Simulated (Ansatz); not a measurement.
```xyz
5

Ti    0.0000    0.0002    0.0013
Cl    1.2433    1.2435    1.2435
Cl    1.2430   -1.2437   -1.2438
Cl   -1.2434    1.2448   -1.2454
Cl   -1.2429   -1.2449    1.2444
```

Basis set: cc-pVDZ (spherical functions). Left uncorrelated: 25 orbitals. Charge 0, multiplicity 1.

Computed with Ansatz (development build ahead of 0.2.0); each method stands on the lowest determinant of its kind that the runs found. Restricted open shells among the atoms or ions are ROHF, correlated in semicanonical orbitals with singles.

Give the atomization energy at this shape (free ground-state atoms in the same class of orbitals less the molecule, no zero-point energy) of singlet TiCl4 by RHF-MP2, RHF.

```csv
method,atomization energy
RHF-MP2,17.95 eV
RHF,11.06 eV
```

Caution: no unrestricted run beside it, a lower state can exist; other spin multiplicities were not run.
